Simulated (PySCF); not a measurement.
## `InChI=1S/C4H8F2Si/c5-3-1-4(6)7-2-3/h3-4H,1-2,7H2/t3-,4-/m0/s1`

Geometry:
```tsv
atom	x (Å)	y (Å)	z (Å)
F1	-1.505	-2.040	0.277
C2	-0.714	-0.933	0.519
C3	-1.387	0.332	-0.008
Si4	0.032	1.588	-0.204
C5	1.386	0.221	-0.035
F6	2.359	0.312	-1.019
C7	0.639	-1.103	-0.165
H8	-0.591	-0.891	1.609
H9	-1.836	0.096	-0.974
H10	-2.194	0.644	0.650
H11	0.090	2.218	-1.519
H12	0.116	2.546	0.899
H13	1.935	0.267	0.912
H14	1.194	-1.941	0.259
H15	0.471	-1.309	-1.224
```

Method used: PySCF, TDDFT BHandHLYP/def2-SVPD circular dichroism and optical rotation, one conformer, gas phase. Geometry: GFN2-xTB.

States above about 9.6 eV (minus the energy of the highest occupied orbital) lie near or above the ionisation threshold and depend on the basis.

(1) Draw the ECD and absorption spectra from the lowest 16 states, each a Gaussian of half-width 0.25 eV at 1/e height.

Results:

(1) 
```tsv
E (eV)	λ (nm)	Δε (L mol⁻¹ cm⁻¹)	ε (L mol⁻¹ cm⁻¹)
7.15	173	+0.04	32.1
7.30	170	+0.32	247
7.45	166	+1.32	930
7.60	163	+3.56	1760
7.75	160	+8.23	1910
7.90	157	+11.29	2180
8.05	154	-4.53	4040
8.20	151	-32.95	6410
8.35	148	-31.16	6340
8.50	146	+1.34	4960
8.65	143	+24.25	5080
8.80	141	+32.00	7110
8.95	138	+38.85	9420
9.10	136	+34.74	8630
9.25	134	+10.13	6470
9.40	132	-26.28	7040
9.55	130	-35.82	10800
```
Δε uses R in velocity form, ε uses f in length form. Only the states computed contribute, so the short-wavelength end is incomplete.
